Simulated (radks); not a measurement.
Problem. The iodine ion I3+ is in [Kr] 4d10 5s2 5p2. All-electron calculation, scalar-relativistic Kohn-Sham, r2SCAN, spin-polarised, spherical densities, finite nucleus; meta-GGA in the generalised Kohn-Sham scheme; Fermi nuclear charge, rms radius of each element as measured or else 0.836 A^(1/3) + 0.57 fm. Program: a radial shooting solver on a logarithmic mesh with Libxc functionals. Open shells are filled with parallel spins first. One electron is removed from 4p, 5p, 4d, 5s in turn, with full relaxation. Which removal costs least, and what does each cost?

Solution. 5p 40.413 eV; 5s 50.096 eV; 4d 92.885 eV; 4p 173.33 eV. The 5p electron leaves first.
